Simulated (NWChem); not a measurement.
# C3H5Cl; SMILES C1(CC1)Cl

Results from NWChem. Medium grid unless said otherwise, to which SCAN and Minnesota functionals are sensitive. All runs use the structure optimised with PBE0/def2-SVP. Hybrids' shares of exact exchange are those that their runs print; pure functionals count as 0. The functionals differ in more than this share.

```
row                    share of exact exchange  highest occupied level (eV)
---------------------  -----------------------  ---------------------------
PBE/def2-SVP                              0.00                        -6.24
BP86/def2-SVP                             0.00                        -6.33
TPSSh/def2-SVP                            0.10                        -6.91
B3LYP/def2-SVP                            0.20                        -7.33
r2SCAN0/def2-SVP                          0.25                        -7.85
M05-2X/def2-SVP                           0.56                        -8.97
Hartree-Fock/def2-SVP                     1.00                     withheld
```

**Question.** Fit a straight line of the last column on the one before it, predict the withheld value, and compare with the run.

**Answer.** 
1. Means of the 6 shown rows: x = 0.185, y = -7.272. Slope Σ(x − x̄)(y − ȳ)/Σ(x − x̄)² = -1.071/0.2208 = -4.852; intercept -6.374.
2. The shown rows scatter about the line by 0.133 (root mean square); the largest residual is -0.26, at r2SCAN0/def2-SVP.
3. At x = 1.00 (Hartree-Fock/def2-SVP; beyond the shown range) the line gives -11.23.
4. The run gives -10.82, +0.41 from the line, 3.1 times the scatter.
